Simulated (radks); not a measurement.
Question: All-electron atom: Os II in [Kr] 4d10 4f14 5s2 5p5 5d7 6s1 (not the ground configuration). Method: scalar-relativistic Kohn-Sham, PBEsol, spin-unpolarised, spherical densities, point nucleus; computed with a radial shooting solver on a logarithmic mesh with Libxc functionals. Some entries of the table are withheld. Estimate them.

| orbital | occ. | eigenvalue (eV) | <r> (bohr) | <1/r> (bohr^-1) |
|---|---|---|---|---|
| 1s | 2 | -73865.88 | 0.01773 | 90.48 |
| 2s | 2 | -12873.73 | 0.07490 | 21.18 |
| 2p | 6 | -11211.50 | 0.06729 | 19.05 |
| 3s | 2 | -3004.056 | 0.1939 | 7.846 |
| 3p | 6 | -2516.088 | 0.1946 | 7.210 |
| 3d | 10 | -1971.038 | 0.1762 | 6.803 |
| 4s | 2 | -642.2663 | 0.4319 | 3.346 |
| 4p | 6 | -482.2252 | 0.4595 | 3.033 |
| 4d | 10 | (1) | (2) | 2.707 |
| 5s | 2 | -101.7383 | 1.002 | 1.342 |
| 4f | 14 | -62.8426 | 0.5551 | 2.244 |
| 5p | 5 | -60.6884 | 1.162 | 1.136 |
| 5d | 7 | -15.1371 | 1.710 | 0.7661 |
| 6s | 1 | -13.4349 | 2.731 | 0.4641 |
| 6p | 0 | (3) | 3.653 | (4) |

Answer: 
(1) 4d eigenvalue (eV): -283.6253
(2) 4d <r> (bohr): 0.4890
(3) 6p eigenvalue (eV): -7.1414
(4) 6p <1/r> (bohr^-1): 0.3429
